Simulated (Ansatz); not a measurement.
Cd2SCl2, relaxed as a singlet with RKS r2SCAN-D4/def2-SVP in Ansatz, starting from the GFN1-xTB geometry. Force threshold 0.02 eV/Å.

In the def2 sets Cd takes a core potential; there is no spin–orbit coupling. The structure comes from a short search, and lower isomers may exist.

Start:

```xyz
5

Cd    0.086    0.185   -1.654
Cd   -0.075   -0.054    1.672
S    -0.350    1.616    0.103
Cl    0.242   -0.599   -3.800
Cl    0.098   -1.148    3.678
```

| step | energy (eV) | largest force component (eV/Å) | SCF passes |
| --- | --- | --- | --- |
| 1 | -45003.0601 | 0.578 | 18 |
| 2 | -45003.1950 | 0.229 | 25 |
| 3 | -45003.2150 | 0.071 | 19 |
| 4 | -45003.2317 | 0.184 | 19 |
| 5 | -45003.2399 | 0.030 | 20 |
| 6 | -45003.2418 | 0.030 | 19 |
| 7 | -45003.2419 | 0.006 | 21 |

Force components are those of the run's own axes.

End:

```xyz
5

Cd   -0.015    0.405   -1.708
Cd   -0.100    0.153    1.746
S    -0.372    1.804    0.123
Cl    0.328   -0.929   -3.534
Cl    0.158   -1.433    3.373
```

By distances, no bond broke or formed. The bond that changes most is Cd1–S3, from 2.31 to 2.33 Å (atoms count from 1). The end is the same structure that another start reached, the lowest one found.

No frequencies were taken in this run, so the end may be a saddle point.

It took 18 s on 4 threads of Arm Neoverse V1 on a shared host.
